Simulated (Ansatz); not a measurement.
Cl₃In (`[Cl][In]([Cl])[Cl]`) at its PBE0-D4/def2-TZVP geometry, where that method's forces vanish. The species carries charge 0 and has multiplicity 1. In: def2 effective core potential.

```xyz
4

Cl    1.8900    0.8149   -1.0104
In    0.0001    0.0000    0.0006
Cl   -1.7232    1.4196    0.5228
Cl   -0.1669   -2.2345    0.4870
```

Task: What forces (eV/Å) does r2SCAN-D4/def2-TZVPP give on these atoms in Ansatz 0.2.0? (An estimate is asked.)

Result: Computed: 
```
Cl1  0.062  0.027 -0.033
In2  0.002  0.001 -0.003
Cl3 -0.058  0.046  0.018
Cl4 -0.006 -0.074  0.017
```
